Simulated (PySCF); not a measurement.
SMILES C#CC=C=C(C#C)N(C)C, C9H9N

Geometry:
```tsv
atom	x (Å)	y (Å)	z (Å)
C1	4.041	-1.102	-1.099
C2	3.215	-0.627	-0.347
C3	2.259	-0.080	0.561
C4	1.101	0.432	0.194
C5	-0.016	0.949	-0.314
C6	-0.030	2.358	-0.589
C7	-0.023	3.551	-0.809
N8	-1.149	0.203	-0.626
C9	-1.058	-1.212	-0.388
C10	-2.446	0.796	-0.410
H11	4.767	-1.518	-1.773
H12	2.531	-0.107	1.628
H13	-0.007	4.606	-1.006
H14	-0.130	-1.605	-0.828
H15	-1.912	-1.716	-0.865
H16	-1.057	-1.470	0.691
H17	-2.431	1.851	-0.714
H18	-2.772	0.746	0.649
H19	-3.194	0.272	-1.024
```

Computed, not measured: PySCF 2.14.0, TDDFT CAM-B3LYP/aug-cc-pVDZ circular dichroism and optical rotation, one conformer, gas phase. Geometry: PBE0-D3(BJ)/def2-SVP.

No stereocentre is labelled: unless the shape is locked (an allene, a helicene, a hindered biaryl), the mirror image is equally populated and a measured rotation or CD is zero.

**Question.** Draw the ECD and absorption spectra from the lowest 12 states, each a Gaussian of half-width 0.35 eV at 1/e height.

**Answer.** 
| E (eV) | λ (nm) | Δε (L mol⁻¹ cm⁻¹) | ε (L mol⁻¹ cm⁻¹) |
| --- | --- | --- | --- |
| 3.29 | 376 | -0.71 | 20.3 |
| 3.44 | 360 | -2.01 | 57.4 |
| 3.59 | 345 | -3.95 | 113 |
| 3.74 | 331 | -5.36 | 153 |
| 3.89 | 318 | -5.04 | 144 |
| 4.04 | 307 | -3.27 | 99.4 |
| 4.19 | 296 | -1.35 | 96.2 |
| 4.34 | 285 | +0.38 | 363 |
| 4.49 | 276 | +3.59 | 1580 |
| 4.64 | 267 | +11.01 | 4990 |
| 4.79 | 259 | +22.10 | 11100 |
| 4.94 | 251 | +29.02 | 18000 |
| 5.09 | 243 | +23.83 | 22500 |
| 5.24 | 236 | +11.51 | 24000 |
| 5.39 | 230 | +4.03 | 23300 |
| 5.54 | 224 | +3.01 | 20100 |
| 5.69 | 218 | +1.69 | 14700 |
| 5.84 | 212 | -2.08 | 9750 |

Δε uses R in velocity form, ε uses f in length form. Only the states computed contribute, so the short-wavelength end is incomplete.
